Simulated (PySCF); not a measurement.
Magnetic susceptibility: `InChI=1S/C4H9NOSi/c1-3-6-7(2)4-5/h7H,3H2,1-2H3/t7-/m1/s1`

Geometry:
```
atom   x (Å)   y (Å)   z (Å)
  C1   2.547   0.710   0.509
  C2   1.525  -0.166  -0.197
  O3   0.234   0.272   0.135
 Si4  -1.217  -0.298  -0.286
  C5  -2.441   0.752   0.695
  C6  -1.376  -2.099   0.227
  N7  -1.441  -3.201   0.534
  H8   3.552   0.388   0.250
  H9   2.416   0.639   1.585
 H10   2.416   1.747   0.211
 H11   1.642  -1.213   0.105
 H12   1.658  -0.110  -1.285
 H13  -1.427  -0.318  -1.738
 H14  -2.298   0.646   1.766
 H15  -3.459   0.456   0.465
 H16  -2.337   1.804   0.450
```

Method used: GIAO B97-2/pcSseg-1 magnetisability, rotational g tensor and spin-rotation constants, non-relativistic, gas phase in PySCF. Geometry: GFN2-xTB.

(1) How diamagnetic is it, and how anisotropic?

(2) Split it along the inertial axes a, b, c into diamagnetic and paramagnetic parts about the centre of mass, with the quadrupole moment.

(3) And the rotational g tensor?

## Answers

(1) Isotropic -1214 × 10⁻³⁰ J/T², or -73.1 × 10⁻⁶ cm³/mol; principal values -1273, -1224, -1146 × 10⁻³⁰ J/T², anisotropy 111 × 10⁻³⁰ J/T² (root of half the summed squared differences of the principal values). The susceptibility is in cgs units.

(2) 
```tsv
axis	χ (10⁻⁶ cm³/mol)	diamagnetic (10⁻⁶ cm³/mol)	paramagnetic (10⁻⁶ cm³/mol)	summed x² of all electrons (Å²)	quadrupole Θ (D Å)
a	-75.2	-535.1	459.9	212.5	-0.72
b	-75.0	-1019.9	944.8	98.3	-2.65
c	-69.2	-1318.7	1249.5	27.8	+3.38
```
Anisotropies 2χaa − χbb − χcc = -6.2 and 2χbb − χaa − χcc = -5.7 × 10⁻⁶ cm³/mol. Θ is traceless in Buckingham's convention.

(3) 
| axis | rotational constant (GHz) | g | nuclear part | electronic part |
| --- | --- | --- | --- | --- |
| a | 2.8675 | -0.0226 | 0.5970 | -0.6195 |
| b | 1.3374 | -0.0099 | 0.5837 | -0.5937 |
| c | 1.0002 | -0.0118 | 0.5753 | -0.5871 |

Asymmetric top; isotopes 12C, 1H, 14N, 16O, 28Si; no vibrational averaging.
